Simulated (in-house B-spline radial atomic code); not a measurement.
Values are calculated unless marked as measured or tabulated.
**Weak and strong correlation along the adiabatic connection**

Two-electron singlets in several external potentials (atomic units), by full CI in B-splines with partial waves to l = 8 (correlation energies up to 0.6 % small). The repulsion is scaled by λ at fixed density; W(λ) is the mean repulsion less the Hartree energy, W(0) = E_x, and the area under W from 0 to 1 is E_xc.

One system gave this curve:

```json
{"λ": "0", "W (hartree)": "-1.8578"}
{"λ": "0.02", "W (hartree)": "-1.8597"}
{"λ": "0.05", "W (hartree)": "-1.8626"}
{"λ": "0.12", "W (hartree)": "-1.8693"}
{"λ": "0.25", "W (hartree)": "-1.8815"}
{"λ": "0.4", "W (hartree)": "-1.8951"}
{"λ": "0.6", "W (hartree)": "-1.9124"}
{"λ": "0.8", "W (hartree)": "-1.929"}
{"λ": "1", "W (hartree)": "-1.9447"}
{"λ": "1.4", "W (hartree)": "-1.9743"}
{"λ": "2", "W (hartree)": "-2.014"}
{"λ": "3", "W (hartree)": "-2.0701"}
{"λ": "4.5", "W (hartree)": "-2.1368"}
{"λ": "7", "W (hartree)": "-2.2167"}
{"λ": "10", "W (hartree)": "-2.282"}
```

Problem. Which system is it?
A. −Z/r, Z = 0.785, wall at 3.82 bohr
B. −Z exp(−kr)/r, Z = 3.72, k = 1.31
C. −Z exp(−kr)/r, Z = 7.99, k = 1.07
D. −Z/r, Z = 0.75, wall at 1.4 bohr

Solution. B. The exchange energy sets the size: −Z exp(−kr)/r, Z = 3.72, k = 1.31: E_x = -1.86, E_c = -0.0452; −Z exp(−kr)/r, Z = 7.99, k = 1.07: E_x = -4.69, E_c = -0.0454; −Z/r, Z = 0.75, wall at 1.4 bohr: E_x = -1.33, E_c = -0.0463; −Z/r, Z = 0.785, wall at 3.82 bohr: E_x = -0.542, E_c = -0.0371 hartree.
